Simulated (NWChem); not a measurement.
System meant: C$_{2}$H$_{7}$BO; SMILES C(BO)C

Here is an NWChem input.

```
start job
memory heap 200 mb stack 900 mb global 1100 mb
geometry units angstroms noautoz
  B     -0.644995     0.891477     0.000000
  H     -1.648435     1.572980     0.000000
  C     -0.719168    -0.683090     0.000000
  C      0.607175    -1.434662     0.000000
  H     -1.338165    -0.975316    -0.869399
  H     -1.338165    -0.975316     0.869399
  H      1.214645    -1.194846     0.889589
  H      1.214645    -1.194846    -0.889589
  H      0.471237    -2.527075     0.000000
  O      0.519360     1.577632     0.000000
  H      1.290969     0.998421     0.000000
end
basis spherical
  * library def2-svp
end
dft
  xc b3lyp
  iterations 4
  mulliken
end
task dft energy
```

End of the output:

```
    Atom       Charge   Shell Charges
 -----------   ------   -------------------------------------------------------
    1 B    5     5.08   1.96  0.53  0.25  1.42  0.63  0.28
    2 H    1     1.05   0.65  0.37  0.03
    3 C    6     6.12   1.96  0.58  0.30  1.93  1.27  0.07
    4 C    6     6.06   1.96  0.57  0.30  1.89  1.26  0.07
    5 H    1     0.95   0.63  0.26  0.07
    6 H    1     0.95   0.63  0.26  0.07
    7 H    1     0.98   0.64  0.27  0.06
    8 H    1     0.98   0.64  0.27  0.06
    9 H    1     0.97   0.64  0.27  0.06
   10 O    8     7.95   1.97  0.85  0.55  2.70  1.86  0.02
   11 H    1     0.91   0.56  0.17  0.18

 center of mass
 --------------
 x =  -0.01468787 y =   0.16835783 z =   0.00000000

 moments of inertia (a.u.)
 ------------------
         343.630027026996           0.000000000000           0.000000000000
           0.000000000000         120.924508718640           0.000000000000
           0.000000000000           0.000000000000         442.280661581393

     Multipole analysis of the density
     ---------------------------------

     L   x y z        total         alpha         beta         nuclear
     -   - - -        -----         -----         ----         -------
     0   0 0 0     -0.000000    -16.000000    -16.000000     32.000000

     1   1 0 0      0.402780      0.201390      0.201390     -0.000000
     1   0 1 0     -0.655502     -0.327751     -0.327751     -0.000000
     1   0 0 1      0.000000      0.000000      0.000000      0.000000

     2   2 0 0    -18.735527    -46.271644    -46.271644     73.807761
     2   1 1 0      0.732517      2.306777      2.306777     -3.881037
     2   1 0 1      0.000000      0.000000      0.000000      0.000000
     2   0 2 0    -22.840436   -107.252520   -107.252520    191.664604
     2   0 1 1      0.000000      0.000000      0.000000      0.000000
     2   0 0 2    -19.027185    -15.038826    -15.038826     11.050467

 ------------------------------------------------------------------------
 dft energy failed                                                                                  0
 ------------------------------------------------------------------------
 ------------------------------------------------------------------------
  current input line :
    24: task dft energy
 ------------------------------------------------------------------------
 ------------------------------------------------------------------------
 This type of error is most commonly associated with calculations not reaching convergence criteria
 ------------------------------------------------------------------------
 For more information see the NWChem manual at https://nwchemgit.github.io

0:dft energy failed:Received an Error in Communication
```

Question: Can this run be used? If not, why, and what is the fix?

Answer: Convergence was not reached. Cause: the SCF was allowed too few iterations. This input runs:
```
start job
memory heap 200 mb stack 900 mb global 1100 mb
geometry units angstroms noautoz
  B     -0.644995     0.891477     0.000000
  H     -1.648435     1.572980     0.000000
  C     -0.719168    -0.683090     0.000000
  C      0.607175    -1.434662     0.000000
  H     -1.338165    -0.975316    -0.869399
  H     -1.338165    -0.975316     0.869399
  H      1.214645    -1.194846     0.889589
  H      1.214645    -1.194846    -0.889589
  H      0.471237    -2.527075     0.000000
  O      0.519360     1.577632     0.000000
  H      1.290969     0.998421     0.000000
end
basis spherical
  * library def2-svp
end
dft
  xc b3lyp
  iterations 150
  mulliken
end
task dft energy
```
It converges to -180.42350 Ha (B3LYP/def2-SVP).
